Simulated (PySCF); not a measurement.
**Mercury: a sound run and one with changed settings**

Sound run: Hg⁺ [Xe] 4f14 5d10 6s1, Hg²⁺ [Xe] 4f14 5d10. All numbers are calculated (PySCF 2.14, a scalar-relativistic core potential, in cc-pVDZ-PP with ECP60MDF (4s4p3d1f, 38 functions)). In the sound run the correlated levels freeze 5s2 5p6 outside the core potential. The sound run starts from symmetry-adapted Hartree-Fock orbitals and uses a fine grid where one is needed.

Changed run: initial guess atom, at most 50 SCF cycles.

```json
{"species": "Hg⁺", "method": "UHF", "sound run (hartree)": "-152.22471", "changed run (hartree)": "-152.22471", "converged": "yes"}
{"species": "Hg⁺", "method": "TPSS", "sound run (hartree)": "-153.08059", "changed run (hartree)": "-153.08059", "converged": "yes"}
{"species": "Hg⁺", "method": "CCSD(T)", "sound run (hartree)": "-152.50373", "changed run (hartree)": "-152.50373", "converged": "yes"}
{"species": "Hg²⁺", "method": "BP86", "sound run (hartree)": "-152.55312", "changed run (hartree)": "-152.55312", "converged": "yes"}
{"species": "Hg²⁺", "method": "MP2", "sound run (hartree)": "-151.84749", "changed run (hartree)": "-151.84749", "converged": "yes"}
```

Here the plain start reaches the same solutions.
